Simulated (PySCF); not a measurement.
PySCF 2.14 output of an unrestricted B3LYP calculation on a single atom or ion in aug-cc-pVTZ-DK (9s8p6d3f2g, 102 functions), with scalar relativity by spin-free X2C-1e:

```
SCF conv_tol = 1e-09
number electrons alpha = 19  beta = 18
    P. J. Stephens, F. J. Devlin, C. F. Chabalowski, and M. J. Frisch.,  J. Phys. Chem. 98, 11623 (1994)
cycle= 1 E= -3596.61168664798  delta_E= -0.00616  |g|= 0.0305  |ddm|= 0.872
cycle= 2 E= -3596.61178334161  delta_E= -9.67e-05  |g|= 0.0081  |ddm|= 0.0648
cycle= 3 E= -3596.61179009205  delta_E= -6.75e-06  |g|= 0.000923  |ddm|= 0.0257
cycle= 4 E= -3596.6117902887  delta_E= -1.97e-07  |g|= 9.59e-05  |ddm|= 0.00522
cycle= 5 E= -3596.61179029138  delta_E= -2.69e-09  |g|= 2.69e-06  |ddm|= 0.000522
cycle= 6 E= -3596.61179029138  delta_E= 9.09e-13  |g|= 3.62e-07  |ddm|= 6.46e-06
converged SCF energy = -3596.61179029138  <S^2> = 0.75069919  2S+1 = 2.0006991
```

The run itself started from symmetry-adapted Hartree-Fock orbitals and held the occupation by maximum overlap, on a logarithmic radial grid, so the iterations belong to that start.

Problem. Which element, charge and spin multiplicity is this?

Solution. Zr³⁺ (zirconium, charge +3), multiplicity 2; the state was [Kr] 4d1, 2D determinant.
